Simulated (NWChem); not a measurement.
The numbers come from NWChem runs, not from measurements. System: Sb2, charge 0, spin multiplicity 1, displaced from the optimised geometry. Level: CCSD(T)/def2-SVP with def2 effective core potentials on Sb, 8 core orbitals frozen, spin-restricted.

Part of the output:

```
             Northwest Computational Chemistry Package (NWChem) 7.3.0
             --------------------------------------------------------

                                NWChem Input Module
                                -------------------

 Scaling coordinates for geometry "geometry" by  1.889725989
 (inverse scale =  0.529177249)

                             Geometry "geometry" -> ""
                             -------------------------

 Output coordinates in angstroms (scale by  1.889725989 to convert to a.u.)

  No.       Tag          Charge          X              Y              Z
 ---- ---------------- ---------- -------------- -------------- --------------
    1 Sb                  51.0000     0.00000000     0.00000000     1.25804000
    2 Sb                  51.0000     0.00000000     0.00000000    -1.05675300

 Effective nuclear repulsion energy (a.u.)     594.6060942159

            Nuclear Dipole moment (a.u.)
            ----------------------------
        X                 Y               Z
 ---------------- ---------------- ----------------
     0.0000000000     0.0000000000    19.3992410282


 Summary of "ao basis" -> "" (spherical)
 ------------------------------------------------------------------------------
       Tag                 Description            Shells   Functions and Types
 ---------------- ------------------------------  ------  ---------------------
 *                          def2-svp                  on all atoms

 Summary of "ao basis" -> "ao basis" (spherical)
 ------------------------------------------------------------------------------
       Tag                 Description            Shells   Functions and Types
 ---------------- ------------------------------  ------  ---------------------
 Sb                         def2-svp                10       26   4s4p2d

                                 NWChem SCF Module
                                 -----------------

  ao basis        = "ao basis"
  functions       =    52
  atoms           =     2
  closed shells   =    23
  open shells     =     0
  charge          =   0.00
  wavefunction    = RHF
  use symmetry    = F
  symmetry adapt  = F

 Summary of "ao basis" -> "ao basis" (spherical)
 ------------------------------------------------------------------------------
       Tag                 Description            Shells   Functions and Types
 ---------------- ------------------------------  ------  ---------------------
 Sb                         def2-svp                10       26   4s4p2d

 Forming initial guess at       0.0s

      Superposition of Atomic Density Guess
      -------------------------------------

 Sum of atomic energies:        -555.22462873

      Non-variational initial energy
      ------------------------------

 Total energy =    -478.717629
 1-e energy   =   -1080.200550
 2-e energy   =     480.549963
 HOMO         =      -0.243408
 LUMO         =      -0.066025

 Starting SCF solution at       0.3s

 ----------------------------------------------
         Quadratically convergent ROHF

 Convergence threshold     :          1.000E-07
 Maximum no. of iterations :          100
 Final Fock-matrix accuracy:          1.000E-09
 ----------------------------------------------

              iter       energy          gnorm     gmax       time
             ----- ------------------- --------- --------- --------
                 1     -478.5143528796  1.92D-01  7.24D-02      0.3
                 2     -478.5205889489  1.05D-02  3.47D-03      0.3
                 3     -478.5205963814  9.86D-05  3.40D-05      0.3
                 4     -478.5205963828  3.22D-09  1.05D-09      0.3

       Final RHF  results
       ------------------

         Total SCF energy =   -478.520596382751
      One-electron energy =  -1080.591699599949
      Two-electron energy =    481.138145185598
 Nuclear repulsion energy =    120.932958031599

        Time for solution =      0.0s

             Final eigenvalues
             -----------------

              1
    1   -6.5279
    2   -6.5274
    3   -4.5969
    4   -4.5961
    5   -4.5961
    6   -4.5957
    7   -4.5957
    8   -4.5930
    9   -1.6464
   10   -1.6312
   11   -1.6312
[...]
  Using  1 OpenMP thread(s) in CCSD
  IO offset    20.000000000000000
  IO error message >End of File
  file_read_ga: failing reading from ./mol.t2
  Failed reading restart vector from ./mol.t2
  Using MP2 initial guess vector

-------------------------------------------------------------------------
 iter     correlation     delta       rms       T2     Non-T2      Main
             energy      energy      error      ampl     ampl      Block
                                                time     time      time
-------------------------------------------------------------------------
   1     -0.2182023116 -2.182D-01  2.694D-02     1.33     0.00     1.25
   2     -0.2269562308 -8.754D-03  9.801D-02     1.37     0.00     1.30
   3     -0.2275593023 -6.031D-04  1.384D-02     1.49     0.00     1.40
   4     -0.2291687120 -1.609D-03  3.264D-03     1.41     0.00     1.32
   5     -0.2292512422 -8.253D-05  7.139D-04     1.40     0.00     1.32
   6     -0.2292641267 -1.288D-05  2.942D-04     1.44     0.00     1.36
   7     -0.2292661686 -2.042D-06  2.493D-04     1.57     0.00     1.49
   8     -0.2292707193 -4.551D-06  2.229D-05     1.38     0.00     1.30
   9     -0.2292715758 -8.565D-07  9.271D-06     1.47     0.00     1.39
  10     -0.2292717192 -1.434D-07  1.061D-06     1.50     0.00     1.43
  11     -0.2292717600 -4.078D-08  3.165D-07     1.32     0.00     1.25
                  *************converged*************
-------------------------------------------------------------------------

 -----------
 CCSD Energy
 -----------
 Reference energy:            -478.520596382751251
 CCSD corr. energy:             -0.229271759964061
 Total CCSD energy:           -478.749868142715286

 --------------------------------
 Spin Component Scaled (SCS) CCSD
 --------------------------------
 Same spin contribution:                 -0.057078884353932
 Same spin scaling factor:                1.130000000000000
 Opposite spin contribution:             -0.172192875610128
 Opposite spin scaling fact.:             1.270000000000000
 SCS-CCSD correlation energy:            -0.283184091344807
 Total SCS-CCSD energy:                -478.803780474096072
 memory            104847892

*********triples calculation*********

nkpass=    1; nvpass=    1; memdrv=         100195; memtrn=         640473; memavail=      104847444
 memory available/node                      104847444
 total number of virtual orbitals        29
 number of virtuals per integral pass    29
 number of integral evaluations           1
 number of occupied per triples pass     15
 number of triples passes                 1

 commencing integral evaluation        1 at          16.65
  symmetry use  F
task         2 out of       210 done   0%  at       0.1 secs
task        11 out of       210 done   5%  at       0.3 secs
task        21 out of       210 done  10%  at       0.4 secs
task        32 out of       210 done  15%  at       0.4 secs
task        42 out of       210 done  20%  at       0.5 secs
task        53 out of       210 done  25%  at       0.6 secs
task        63 out of       210 done  30%  at       0.6 secs
task        74 out of       210 done  35%  at       0.7 secs
task        84 out of       210 done  40%  at       0.7 secs
task        95 out of       210 done  45%  at       0.7 secs
task       105 out of       210 done  50%  at       0.8 secs
task       116 out of       210 done  55%  at       0.8 secs
task       126 out of       210 done  60%  at       0.8 secs
task       137 out of       210 done  65%  at       0.9 secs
task       147 out of       210 done  70%  at       0.9 secs
task       158 out of       210 done  75%  at       0.9 secs
task       168 out of       210 done  80%  at       0.9 secs
task       179 out of       210 done  85%  at       1.0 secs
task       189 out of       210 done  90%  at       1.0 secs
task       200 out of       210 done  95%  at       1.0 secs
task       210 out of       210 done 100%  at       1.0 secs
 commencing triples evaluation - blocking       1
 ccsd(t): done        1 out of       29 progress:    3.4%
 ccsd(t): done        2 out of       29 progress:    6.9%
 ccsd(t): done        3 out of       29 progress:   10.3%
 ccsd(t): done        4 out of       29 progress:   13.8%
 ccsd(t): done        5 out of       29 progress:   17.2%
 ccsd(t): done        6 out of       29 progress:   20.7%
 ccsd(t): done        7 out of       29 progress:   24.1%
 ccsd(t): done        8 out of       29 progress:   27.6%
 ccsd(t): done        9 out of       29 progress:   31.0%
 ccsd(t): done       10 out of       29 progress:   34.5%
 ccsd(t): done       11 out of       29 progress:   37.9%
 ccsd(t): done       12 out of       29 progress:   41.4%
 ccsd(t): done       13 out of       29 progress:   44.8%
 ccsd(t): done       14 out of       29 progress:   48.3%
 ccsd(t): done       15 out of       29 progress:   51.7%
 ccsd(t): done       16 out of       29 progress:   55.2%
 ccsd(t): done       17 out of       29 progress:   58.6%
 ccsd(t): done       18 out of       29 progress:   62.1%
 ccsd(t): done       19 out of       29 progress:   65.5%
 ccsd(t): done       20 out of       29 progress:   69.0%
 ccsd(t): done       21 out of       29 progress:   72.4%
 ccsd(t): done       22 out of       29 progress:   75.9%
 ccsd(t): done       23 out of       29 progress:   79.3%
 ccsd(t): done       24 out of       29 progress:   82.8%
 ccsd(t): done       25 out of       29 progress:   86.2%
 ccsd(t): done       26 out of       29 progress:   89.7%
 ccsd(t): done       27 out of       29 progress:   93.1%
 ccsd(t): done       28 out of       29 progress:   96.6%
 ccsd(t): done       29 out of       29 progress:  100.0%
 Time for integral evaluation pass     1        1.03
 Time for triples evaluation pass      1        1.39

 pseudo-e(mp4)  -0.12787141738033E-01
 pseudo-e(mp5)   0.43254678709466E-03
        e(t)    -0.12354594950938E-01

 --------------
 CCSD(T) Energy
 --------------
 Reference energy:                    -478.520596382751251

 CCSD corr. energy:                     -0.229271759964061
 T(CCSD) corr. energy:                  -0.012787141738033
 Total CCSD+T(CCSD) energy:           -478.762655284453331

 CCSD corr. energy:                     -0.229271759964061
 (T) corr. energy:                      -0.012354594950938
 Total CCSD(T) energy:                -478.762222737666264

 routine      calls  cpu(0)   cpu-min  cpu-ave  cpu-max   i/o
 aoccsd          1     0.01     0.01     0.01     0.01    0.00
 iterdrv         1     0.01     0.01     0.01     0.01    0.00
 pampt          11     0.06     0.06     0.06     0.06    0.00
 t2pm           11     0.10     0.10     0.10     0.10    0.00
 sxy            11     0.10     0.10     0.10     0.10    0.00
 ints       484836    11.69    11.69    11.69    11.69    0.00
 t2eri        2310     2.47     2.47     2.47     2.47    0.00
 idx2         2310     0.42     0.42     0.42     0.42    0.00
 idx34          11     0.06     0.06     0.06     0.06    0.00
 ht2pm          11     0.12     0.12     0.12     0.12    0.00
 itm            11     0.59     0.59     0.59     0.59    0.00
 pdiis          11     0.01     0.01     0.01     0.01    0.00
 triples         1     0.00     0.00     0.00     0.00    0.00
 rdtrpo          1     0.01     0.01     0.01     0.01    0.00
 trpmos          1     1.03     1.03     1.03     1.03    0.00
 trpdrv          1     0.20     0.20     0.20     0.20    0.00
 dovvv      104400     0.42     0.42     0.42     0.42    0.00
 doooo      104400     0.26     0.26     0.26     0.26    0.00
 tengy       97875     0.44     0.44     0.44     0.44    0.00
 Total                18.00    18.00    18.00    18.00    0.00

 Task  times  cpu:       19.4s     wall:       19.4s

 Total times  cpu:       19.4s     wall:       19.4s
```

### Question
Write an NWChem input that would produce this output.

### Answer
One answer among several that fit: 
```
start mol
memory heap 100 mb stack 700 mb global 1900 mb
geometry units angstroms nocenter noautoz noautosym
  Sb     0.000000     0.000000     1.258040
  Sb     0.000000     0.000000    -1.056753
end
basis spherical
  * library def2-svp
end
ecp
  Sb library def2-ecp
end
scf
  rhf
  nopen 0
  maxiter 100
  thresh 1e-7
  semidirect memsize 60000000 filesize 0
end
ccsd
  freeze core 8
  maxiter 60
end
task ccsd(t) energy
```
